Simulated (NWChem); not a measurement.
Molecule: C5H8; SMILES C1(=C)CCC1

```xyz
13

C      0.0000     0.0000    -1.9619
C      0.0000     0.0000    -0.6214
C      0.0000     1.1000     0.4341
C      0.0000     0.0000     1.5400
C      0.0000    -1.1000     0.4341
H      0.0000    -0.9418    -2.5339
H      0.0000     0.9418    -2.5339
H      0.8959     1.7559     0.4184
H     -0.8959     1.7559     0.4184
H      0.8968     0.0000     2.1890
H     -0.8968     0.0000     2.1890
H     -0.8959    -1.7559     0.4184
H      0.8959    -1.7559     0.4184
```
Atoms are numbered in this order, from 1.

Computed with NWChem. Pople sets run with spherical d functions. STO-3G and 3-21G are far too small for this property and stand as cheap habits. Structure relaxed at the PBE-D3(BJ)/def2-SVP level. Not confirmed as a minimum by frequencies. Field at 589 nm.

```
level           isotropic polarisability (bohr³)  anisotropy (bohr³)  relative time
--------------  --------------------------------  ------------------  -------------
B3LYP/STO-3G                                28.5                19.1              1
B3LYP/6-31G*                                52.3                27.7              4
B3LYP/def2-SVP                              55.0                27.7              4
```

Relative times are rough (shared machine, one core).
